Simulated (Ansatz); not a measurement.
CH$_{9}$BGeSi, SMILES `B[CH]([SiH3])[GeH3]` at its PBE0-D4/def2-TZVP geometry, where that method's forces vanish. The species carries charge 0 and has multiplicity 1.

```xyz
13

B     0.9740   -0.8284    1.0878
C    -0.1832    0.0630    0.6368
Si   -1.5282   -0.7384   -0.3861
Ge    0.8398    1.2680   -0.5820
H     1.4447   -1.6259    0.3226
H     1.4720   -0.7104    2.1708
H    -0.5985    0.7048    1.4180
H    -2.3567    0.2875   -1.0792
H    -2.4304   -1.5448    0.4793
H    -0.9141   -1.6240   -1.4085
H     0.7683    0.7261   -2.0169
H     2.3151    1.3638   -0.1522
H     0.1970    2.6587   -0.4903
```

**Question.** What forces (eV/Å) does ωB97M-V/def2-TZVPP give on these atoms in Ansatz 0.2.0? (Estimate.)

**Answer.** Computed: 
```
B1   0.101 -0.096  0.086
C2  -0.042  0.057 -0.011
Si3 -0.111 -0.080 -0.048
Ge4  0.049  0.102 -0.055
H5  -0.058  0.099  0.078
H6  -0.056 -0.013 -0.138
H7   0.041 -0.060 -0.053
H8   0.100 -0.102  0.073
H9   0.100  0.090 -0.103
H10 -0.058  0.101  0.111
H11 -0.003  0.032  0.104
H12 -0.113 -0.014 -0.031
H13  0.049 -0.114 -0.014
```
